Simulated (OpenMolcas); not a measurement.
Computed levels of 3d⁴ in ions with 22 electrons, in cm-1 above ⁵D₀.

```json
{
  "Program": "OpenMolcas 26.06",
  "Method": "SS-CASPT2, IPEA 0.25 Eh, imaginary shift 0.1 Eh",
  "Basis": "ANO-RCC-VTZP",
  "Scalar Hamiltonian": "DKH2, point nucleus",
  "Spin-orbit coupling": "RASSI with atomic mean-field integrals over the reference wave functions, term energies averaged over their components"
}
```

Active space for each ion: 4 electrons in 10 orbitals (3d 4d); closed shells correlated by CASPT2: 3s 3p.

| Level | Cr2+ | Fe4+ | Co5+ | Ni6+ | Cu7+ |
| --- | --- | --- | --- | --- | --- |
| ⁵D₁ | 67.0 | 155 | 222 | 295 | 397 |
| ⁵D₂ | 199 | 455 | 646 | 854 | 1138 |
| ⁵D₃ | 390 | 884 | 1246 | 1634 | 2160 |
| ⁵D₄ | 637 | 1426 | 1995 | 2600 | 3400 |
| ³P₀(1) | 17260 | 24820 | 28580 | 30730 | 33430 |
| ³P₁(1) | 17660 | 25740 | 29900 | 32470 | 35760 |
| ³H₄ | 17880 | 25540 | 29710 | 32310 | 35570 |
| ³H₅ | 18030 | 25890 | 30220 | 33010 | 36530 |
| ³H₆ | 18200 | 26280 | 30770 | 33740 | 37490 |

Problem. Estimate ⁵D₄, ³P₀(1), ³P₁(1) for Mn3+ from its neighbours Cr2+ and Fe4+.

Solution. ⁵D₄ is fine structure, which grows about as the fourth power of a screened charge, so the fourth roots are averaged: ((637^0.25 + 1426^0.25) / 2)^4 = 973. The calculation gives 972, so the estimate is off by +0.1 %; the measured value is 886 (Corliss and Sugar, J. Phys. Chem. Ref. Data 6, 1253 (1977)).
³P₀(1) is another term, which grows about linearly with the charge: (17260 + 24820) / 2 = 21040. The calculation gives 21140, so the estimate is off by -0.5 %; the measured value is 20654 (Corliss and Sugar, J. Phys. Chem. Ref. Data 6, 1253 (1977)).
³P₁(1) is another term, which grows about linearly with the charge: (17660 + 25740) / 2 = 21700. The calculation gives 21760, so the estimate is off by -0.3 %; the measured value is 21279 (Corliss and Sugar, J. Phys. Chem. Ref. Data 6, 1253 (1977)).

CASPT2 does not keep the components of a term degenerate, so their means are used; among the terms shown or strongly mixed into the levels shown the widest spread is 31 cm-1 (3d⁴ ³H, Fe4+). Active for correlation alone: 4d; no level in the range computed is led by a configuration that fills it, so any true level of that kind is missing. Computed and measured levels are paired by configuration, term and J; levels that our copy of the source lacks, or whose pairing is in doubt (as where it misses far off the trend of its configuration), stay unpaired and out of the deviations. Levels of configurations outside the active space are missing.

A number in round brackets counts repeated terms of one configuration in the order of the reference energies.
